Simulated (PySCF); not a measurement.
Species: C4H12SSi2.
Numbering: `[CH3:1][C:2](=[S:3])[SiH2:4][CH2:5][CH2:6][SiH3:7]` (hydrogens: H8, H9, H10 on C1; H11, H12 on Si4; H13, H14 on C5; H15, H16 on C6; H17, H18, H19 on Si7)

Structure used (GFN2-xTB), in Å, numbered top down from 1:
```
atom  x, y, z in Å
C1     2.7011    0.7454   -0.9894
C2     2.1557   -0.0201    0.1621
S3     2.5038    0.4213    1.6921
Si4    0.9787   -1.4805   -0.1545
C5    -0.7446   -0.7365   -0.4901
C6    -1.2679    0.1127    0.6692
Si7   -2.9823    0.8537    0.3091
H8     3.2289    0.0698   -1.6632
H9     1.8784    1.1842   -1.5563
H10    3.3735    1.5370   -0.6631
H11    0.9740   -2.3260    1.0362
H12    1.4661   -2.1987   -1.3376
H13   -1.4461   -1.5483   -0.6892
H14   -0.7162   -0.1297   -1.3979
H15   -0.5563    0.9135    0.8818
H16   -1.3119   -0.4993    1.5719
H17   -3.9332   -0.2390    0.0893
H18   -3.4105    1.6753    1.4398
H19   -2.9010    1.6747   -0.9025
```

Mulliken charges (e) from the PBE0/pcSseg-1 density (PySCF), one withheld:

```tsv
atom	bonded to	charge
C1	C2 H8 H9 H10	-0.1664
C2	C1 S3 Si4	-0.5830
S3	C2	?
Si4	C2 C5 H11 H12	+0.7605
C5	Si4 C6 H13 H14	-0.5529
C6	C5 Si7 H15 H16	-0.5413
Si7	C6 H17 H18 H19	+0.5061
H8	C1	+0.1388
H9	C1	+0.1370
H10	C1	+0.1323
H11	Si4	-0.0585
H12	Si4	-0.0868
H13	C5	+0.1551
H14	C5	+0.1497
H15	C6	+0.1590
H16	C6	+0.1572
H17	Si7	-0.0869
H18	Si7	-0.0849
H19	Si7	-0.0893
```

What is the charge on S3?

The charges add up to the total charge, 0. The others sum to +0.0457, which leaves -0.0457 e for S3 (thiocarbonyl sulfur); the computed value is -0.0459, the difference coming from rounding.

Add each hydrogen's charge to the atom that carries it.

C1 +0.2417, Si4 +0.6152, C5 -0.2481, C6 -0.2251, Si7 +0.2450. Atoms without hydrogen keep their charges.

Across which bond do the charges differ most?

Si4–C2: +0.7605 on Si4 against -0.5830 on C2, a difference of 1.3435 e. The lower charge is on the more electronegative element of the two (Pauling values: C 2.55, Si 1.90).

Take the bonds between elements whose Pauling electronegativities differ by more than 0.25. In how many does the more electronegative atom carry the lower charge?

In 15 of 15.

How much positive and how much negative charge does this set hold in all?

+2.2957 e on 9 atoms and -2.2959 e on 10.

The Mulliken scheme gives each basis function's population to the atom it is centred on and halves the overlap population of two atoms between them. One conformer (not necessarily the lowest) at the GFN2-xTB geometry, without solvent, vibrations or thermal averaging.
